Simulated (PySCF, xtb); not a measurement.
Se(Cl)(SH) (ClHSSe), SMILES S[Se]Cl. Other conformers were not sampled.

Harmonic wavenumbers (cm⁻¹) from GFN2-xTB in xtb 6.7.1 at its own minimum, in rising order: 155, 292, 354, 402, 759, 2322.

Q: What does B3LYP-D3(BJ)/def2-TZVP (PySCF) give at its own minimum? (An estimate is asked for; the answer gives what the named calculation found.)

A: 156, 364, 384, 410, 847, 2622. Paired by order, the mean absolute difference is 83 cm⁻¹ and the zero-point energies are 6.1 and 6.8 kcal/mol.
